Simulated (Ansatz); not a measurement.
Compare A (`C=C=C1O[SiH2]1`) with its isomer B (`C#CC(=O)[SiH3]`).

Program: Ansatz. Geometries: PBE0-D4/def2-TZVP. ΔE: electronic, gas phase. CCSD(T)/CBS is the MP2 limit (def2-TZVPP, def2-QZVPP) plus CCSD(T) − MP2 in def2-TZVPP, frozen cores. Functionals use def2-TZVPP. B3LYP here is the variant with VWN-RPA as its local correlation; programs differ in this.

(1) Which is lower in electronic energy at CCSD(T)/CBS, and by how much? (Estimate.)

(2) Give E(B) − E(A) in kcal/mol with B3LYP-D4, B2PLYP, HF/def2-TZVPP, LDA (SPW92), B3LYP, ωB97M-V, PBE0-D4. (An estimate is asked.)

(3) Does the order hold for the free energy at 298.15 K (harmonic terms from PBE0-D4)? (An estimate is asked.)

Largest T1 diagnostic: 0.016.

Answers

(1) Ansatz gave: A, by 3.4 kcal/mol.

(2) Computed: B3LYP-D4 4.5, B2PLYP 3.1, HF/def2-TZVPP -4.3, LDA (SPW92) 14.6, B3LYP 4.8, ωB97M-V 5.2, PBE0-D4 8.2. The order is the other way round with HF/def2-TZVPP.

(3) Computed: Too close to call: G(B) − G(A) = -0.4 kcal/mol. Modes under 60 cm⁻¹, often nearly free rotors, make the harmonic entropy too high.

At CCSD(T), def2-SVP lies −9.1 kcal/mol from the extrapolated value and def2-TZVPP −1.4 kcal/mol. Leaving LDA and LC-ωPBE aside and taking each functional with its dispersion term where it has one, the values, not all of them listed here, spread over 5.9 kcal/mol, from B2PLYP to r2SCAN-D4. LDA lies +5.7 kcal/mol from PBE without D4.
